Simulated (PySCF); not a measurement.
**Removing an electron from `CCCCNC(C)=O`**

C6H13NO.
Structure used (PBE0-D3(BJ)/def2-SVP), in Å, numbered top down from 1:
```xyz
21
C6H13NO angstrom
C     -2.862   -0.846    0.086
C     -1.474   -0.317    0.407
C     -1.172    1.021   -0.253
C      0.226    1.551    0.043
N      1.281    0.694   -0.440
C      2.090   -0.020    0.395
C      3.081   -0.924   -0.308
O      2.016    0.054    1.605
H     -2.995   -0.993   -0.998
H     -3.646   -0.146    0.419
H     -3.051   -1.812    0.578
H     -0.714   -1.053    0.090
H     -1.349   -0.217    1.498
H     -1.311    0.934   -1.347
H     -1.905    1.777    0.081
H      0.382    1.629    1.129
H      0.345    2.563   -0.381
H      1.373    0.556   -1.438
H      3.793   -1.306    0.433
H      3.625   -0.390   -1.102
H      2.557   -1.776   -0.769
```

Level: CAM-B3LYP/def2-SVPD (PySCF). Frontier orbitals with their largest atomic shares (Löwdin; up to four atoms above 4 %):

```csv
orbital,ε (eV),main atoms
HOMO−3,-10.74,"C2 23 %, C3 20 %, C1 12 %, H11 6 %"
HOMO−2,-10.62,"C2 26 %, C3 14 %, H13 12 %, C1 12 %"
HOMO−1,-8.81,"O8 64 %, N5 10 %, C6 10 %, C7 8 %"
HOMO,-8.71,?
LUMO,1.07,"H18 16 %, C7 16 %, C6 7 %, H21 7 %"
LUMO+1,1.57,"C1 14 %, C7 10 %, C6 10 %, H20 8 %"
LUMO+2,1.78,"H17 14 %, C4 10 %, H14 7 %, H12 7 %"
```

Question: What vertical ionisation energy does ΔSCF give, and how far is −ε(HOMO) from it?

Answer: ΔSCF: 9.42 eV (909 kJ/mol; threshold wavelength 132 nm); ⟨S²⟩ of the doublet left behind is 0.780, against 0.75 for a pure doublet. −ε(HOMO) is 8.71 eV, 0.71 eV below it. In exact Kohn–Sham theory the two would be equal; CAM-B3LYP (range-separated hybrid) falls short of its own ΔSCF value by 8 %.

Question: On which atoms does the HOMO lie?

Answer: N5 (amide nitrogen) 39 %, O8 (amide oxygen) 29 %, C6 (amide carbonyl carbon) 8 %, C4 (sp3 carbon bound to nitrogen) 7 %, so no atom holds as much as 40 %. The HOMO−1 lies 0.10 eV lower.

Question: What total energies stand behind the ΔSCF value?

Answer: E(N) = -366.03513 Eh and E(N − 1) = -365.68887 Eh at the same geometry, 0.34626 Eh apart.

Question: What kinetic energy would electrons from this vertical process carry with He II light (40.814 eV)?

Answer: 40.81 − 9.42 = 31.39 eV.

Geometry: PBE0-D3(BJ)/def2-SVP, one conformer, isolated molecule.
